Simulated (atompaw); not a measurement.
## Building the PAW (atompaw) potential for antimony (LDA (PW92), non-relativistic).

Input for atompaw 4.2.0.5:

```
Sb 51
LDA-PW loggrid 1500 logderivrange -9 5 351
5 5 4 0 0 0
5 1 3
0 0 0
c
c
c
c
v
c
c
v
v
c
v
3
1.80 1.30 1.35 1.35
y
-0.15
n
n
y
2.3
n
y
0.1
y
2.05
n
bloechl sinc
4 0 troulliermartins
PWSCFOUT
UPFDX 0.0125d0 UPFXMIN -7.d0 UPFZMESH 51.d0
END
```

Command:

```bash
atompaw < Sb.input > Sb.log
```

Output (summary file):

```
[... start of the log left out ...]
         rc =    1.8091476449335684
        irc =         1065
   rc_shape =    1.3106595429868755
    rc_vloc =    1.3571366042975688
    rc_core =    1.3571366042975688
   Vloc: Norm-conserving Troullier-Martins with l= 4;e=   0.0000E+00
   Projector type: Bloechl + Gram-Schmidt ortho.
   Sinc^2 compensation charge shape zeroed at   1.3107E+00

 Number of basis functions     8
 No.   n  nodes  l      Energy         Cp coeff         Occ
  1    5    4    0   -0.8911279E+00 -0.4141699E+02  0.2000000E+01
  2  999    5    0   -0.1500000E+00 -0.2231756E+02  0.0000000E+00
  3    4    2    1   -0.7292759E+01 -0.8378236E+01  0.6000000E+01
  4    5    3    1   -0.3712616E+00 -0.1147569E+02  0.3000000E+01
  5    4    1    2   -0.2594300E+01 -0.1339255E+01  0.1000000E+02
  6  999    2    2    0.2300000E+01 -0.1227513E+01  0.0000000E+00
  7  999    0    3    0.1000000E+00  0.2021097E+01  0.0000000E+00
  8  999    1    3    0.2050000E+01  0.4578110E+02  0.0000000E+00

 Eigenvalues of overlap operator (in the basis of projectors):
    1       -1.13464878E-01
    2        3.64484498E-01
    3        7.25305986E-01
    4        8.42408416E-01
    5        2.71945577E+00
    6        6.03595610E+00
    7        6.48747099E+00
    8        8.35577358E+00

The overlap operator has at least one negative eigenvalue!
It might be not positive definite...
Program is stopping.
This probably means that your projectors are too similar
or that your PAW basis is incomplete.
Advice: try to change your input parameters (f.i. : reference energies).
```

The run stopped because the overlap operator built from these waves and projectors is not positive definite.

The run took about 0.55 s on one core of a shared server CPU.
